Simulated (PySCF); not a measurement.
BeBrH. Atoms are numbered in the order given.

```xyz
3

Be     0.0000     0.0000    -1.6782
H      0.0000     0.0000    -3.0062
Br     0.0000     0.0000     0.2777
```

Geometry optimised at PBE0-D3(BJ)/def2-TZVPD.

All values below come from PBE0-D3(BJ)/def2-TZVPD run with PySCF.

Frequencies are harmonic and unscaled.

Modes within 1.5 cm⁻¹ of each other (mostly degenerate sets) share a row, with their intensities summed.

Computed normal modes with their intensities:
| mode | ν (cm⁻¹) | IR (km/mol) | Raman (Å⁴/amu) | depolarisation | moving atoms (share of kinetic energy) |
|---|---|---|---|---|---|
| 1–2 | 504 | 288.1 | 0.1 | 0.75 | H 76 %, Be 24 % |
| 3 | 693 | 69.1 | 24.9 | 0.05 | Be 78 %, Br 11 %, H 11 % |
| 4 | 2177 | 158.4 | 149.5 | 0.09 | H 88 %, Be 12 % |
